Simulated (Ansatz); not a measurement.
Species: H₄AlClN₂, SMILES `[NH2][Al]([NH2])[Cl]` (charge 0, multiplicity 1), formula H$_{4}$AlClN$_{2}$.

Task: How many basis functions does frozen-core CCSD(T)/cc-pVTZ // r2SCAN-D4/def2-TZVP (Ansatz, an electronic-structure program) use, how many core orbitals are frozen, and how many electrons are correlated?

Result: 184 basis functions and 12 frozen orbitals, which leaves 24 correlated electrons. Core time is of the order of minutes.
